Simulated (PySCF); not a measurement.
NMR data simulated for an unnamed compound:

1H NMR (300 MHz, computed): δ 6.77 (m, 1H), 6.77 (m, 1H), 3.65 (s, 3H), 3.14 (m, 1H), 2.97 (m, 1H).

13C{1H} NMR (computed): δ 152.7 (CH), 145.3 (CH), 122.4 (C), 72.9 (C), 56.4 (CH3), 47.5 (CH2).

[PySCF 2.14: GFN2-xTB geometry; shieldings: GIAO PBE0/pcSseg-1; no relativistic terms; averaged over atoms made equivalent by symmetry, fast rotation or ring inversion; single conformer; no solvent model]

Scale: TMS for 1H (31.72 ppm), 13C (186.93 ppm) (reference shieldings calculated alike).

**Question.** Which of these does the molecule contain: a Si–H bond, a ketone, a non-aromatic C=C double bond, a methoxy group, a nitrile, a benzene ring?

**Answer.** 
- A Si–H bond: no.
- A ketone: no.
- A non-aromatic C=C double bond: yes.
- A methoxy group: yes (δC 56.4; δH 3.65 (s)).
- A nitrile: yes (δC 122.4).
- A benzene ring: no.

The data belong to `CO[C@@]1(C#N)C=CC1`, C$_{6}$H$_{7}$NO; they needn't prove each group on their own.

Carbon signals by region: 3 in the sp2 and nitrile region (100–160 ppm), 2 at 50–100 ppm, 1 below 50 ppm.

Shifts are as computed. Against solution values, carbons near 30 ppm lie about +3 ppm off and those near 130 ppm about +5 ppm. Of 1211 compounds with measured shifts, 218 miss one by over three times the rms of a fit or turn the order of signals round; such compounds aren't used in these exercises. Multiplicities follow the n + 1 count of equivalent neighbours, as no J values were calculated; m marks all less simple cases, F and P coupling included.
